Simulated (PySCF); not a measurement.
Tellurium: highly charged ions in a basis for the neutral atom

Te(15+) [Kr] 4d1, Te(16+) [Kr]. All numbers are calculated (PySCF 2.14, scalar relativity through the core potential, in def2-SVP with the def2 core potential (28 electrons)). No spin-orbit coupling, so a gap to NIST mixes the basis error with missing relativistic terms.

Changed run: basis of the neutral atom used for a highly charged ion. This setting is unsound on purpose.

```csv
species,method,sound run (hartree),changed run (hartree),converged
Te(15+),UHF,not run,-185.09379,yes
Te(15+),LDA,not run,-185.12724,yes
Te(15+),PBE,not run,-185.47874,yes
Te(16+),UHF,not run,-172.23191,yes
Te(16+),LDA,not run,-172.24451,yes
Te(16+),PBE,not run,-172.56797,yes
```

Ionisation energy of Te(15+):

```json
{"method": "UHF", "changed run (eV)": "349.99", "NIST (eV)": "354 ± 3"}
{"method": "LDA", "changed run (eV)": "350.56", "NIST (eV)": "354 ± 3"}
{"method": "PBE", "changed run (eV)": "351.32", "NIST (eV)": "354 ± 3"}
```

The contracted functions were made for the neutral atom and can be too rigid for a highly charged ion.
